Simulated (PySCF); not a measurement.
# Bond lengths and vibrations by method: FH3NOSi anion

These are calculations, not measurements. They come from PySCF 2.14.0, an open-source quantum chemistry program, on an isolated molecule that a program drew, which may never have been made. The molecule is FH3NOSi anion (charge -1, singlet), drawn as the SMILES string `N[Si-](O)F`.

The geometry was optimised and harmonic frequencies were computed with HF and MP2, all in the aug-cc-pV(D+d)Z basis, for the commonest isotopes, with a restricted reference for singlets and an unrestricted one otherwise, and a frozen core in MP2. Each result is a local minimum of its method.

Geometry at the HF minimum:
```xyz
7
FH3NOSi anion, angstrom
N    -0.9251    0.3895    0.3449
Si   -2.3025    1.5222    0.6433
O    -3.5948    0.8752   -0.3218
F    -2.8046    0.7480    2.0668
H    -0.3757    0.6326   -0.4589
H    -1.1594   -0.5884    0.2810
H    -3.8962    0.0450    0.0141
```

Lengths of the bonds as drawn, in Å (atoms numbered as above):
| bond | HF | MP2 |
|---|---|---|
| N1-Si2 | 1.808 | 1.835 |
| Si2-O3 | 1.738 | 1.776 |
| Si2-F4 | 1.696 | 1.736 |
| N1-H5 | 1.004 | 1.023 |
| N1-H6 | 1.008 | 1.027 |
| O3-H7 | 0.945 | 0.972 |

Rotational constants, in GHz:
| constant | HF | MP2 |
|---|---|---|
| A | 6.983 | 6.695 |
| B | 6.14 | 5.953 |
| C | 4.141 | 4.002 |

Harmonic frequencies in cm^-1, each column in rising order, so a row needn't be the same motion in every method:
```
rank,HF,MP2
1,124,110
2,226,202
3,309,284
4,366,338
5,384,349
6,563,537
7,672,622
8,683,632
9,706,646
10,873,808
11,977,910
12,1671,?
13,3670,3438
14,3786,3579
15,4131,3759
```

**Estimate the missing MP2 frequency from the HF column.**

A single factor s that minimises the squared misfit of MP2 against s times HF over the other rows is sum(HF x MP2) / sum(HF^2) = 0.9291, with an rms misfit of 28 cm^-1. For rank 12 it gives 0.9291 x 1671 = 1553 cm^-1. The calculation gives 1524 cm^-1, 29 cm^-1 below the estimate. The drawn bonds are on average 2.1 % longer in MP2 than in HF.
